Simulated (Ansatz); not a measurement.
Born–Oppenheimer molecular dynamics of C$_{2}$H$_{8}$BNS (13 atoms, charge 0, multiplicity 1). It starts from a rough guess of a transition structure, not a stationary point.

Level of theory: UKS PBE0/6-31G in Ansatz 0.2.0.

| Item | Value |
| --- | --- |
| ensemble | NVE (velocity Verlet) |
| time step | 0.5 fs |
| steps asked | 150 |
| starting velocities drawn for | 300 K |
| seed | 151200 |

First frame:

```xyz
13
Properties=species:S:1:pos:R:3
B 0.022 0.343 -0.487
S 1.847 0.203 -1.715
N 0.334 -0.729 0.255
C -0.210 -1.494 1.334
H 1.488 -0.948 -0.380
C -1.041 1.463 -0.695
H 2.547 1.013 -0.928
H 0.348 -1.306 2.255
H -0.142 -2.559 1.104
H -1.258 -1.237 1.502
H -0.619 2.452 -0.528
H -1.438 1.456 -1.708
H -1.878 1.342 -0.010
```

**Question.** What does the run give?

**Answer.** All steps were run.

```json
{
 "steps done": "150",
 "time covered": "75 fs",
 "mean temperature over the second half": "1054 K",
 "spread of the potential energy over the second half": "31.2 meV per atom",
 "mean potential energy of the second half above the start": "-82.9 meV per atom"
}
```

The conserved energy stayed within 1.9 meV per atom of its start (net change -1.1 meV per atom), so there is no drift, though single steps change it by up to 25 meV in the whole system, a sign of fast motions only just resolved. The kinetic energy rose, since the run started high on the potential surface and went downhill. A run of 0.075 ps of so small a system gives no equilibrium averages. The orbitals stay closed-shell, which can raise the energy where a bond breaks towards radicals; this wasn't checked here. Limits of this set-up: no polarisation functions.

**Question.** What happens to the structure?

**Answer.** The planned step would form S2–H5 and break B1–S2, N3–H5. These pairs go: S2–H5 1.80 → 3.28 Å, B1–S2 2.20 → 1.96 Å, N3–H5 1.34 → 1.05 Å. In the last frame they stand as before the step (other bonds may differ from the relaxed reactants and products). These pairs come and go: their bonding changes 13 times, last at 72 of 75 fs, so the outcome isn't settled. It ends as one piece, C2H8BNS. Pairs count as bonded within 1.25 times the sum of covalent radii (0.12 Å more for H–H). The details hang on the random start.

**Question.** How do temperature and energy run in time?

**Answer.** 
```
time (fs)  T (K)  potential energy less start (eV)  conserved less start (meV/atom)
      0.0    300                             0.000                             0.00
      6.0    487                            -0.252                             1.06
     12.0    536                            -0.333                             0.17
     18.0   1134                            -1.199                            -1.01
     24.0   1025                            -1.034                            -0.31
     30.0   1075                            -1.101                             0.02
     36.0   1136                            -1.198                            -0.74
     42.0   1001                            -0.996                             0.10
     48.0   1395                            -1.577                            -1.60
     54.0   1189                            -1.266                            -0.17
     60.0   1070                            -1.097                            -0.17
     66.0   1140                            -1.217                            -1.76
     72.0    425                            -0.175                             0.24
```

Time of the run: 23 min on 1 thread of Arm Neoverse N1 (shared host), peak memory 0.21 GiB.
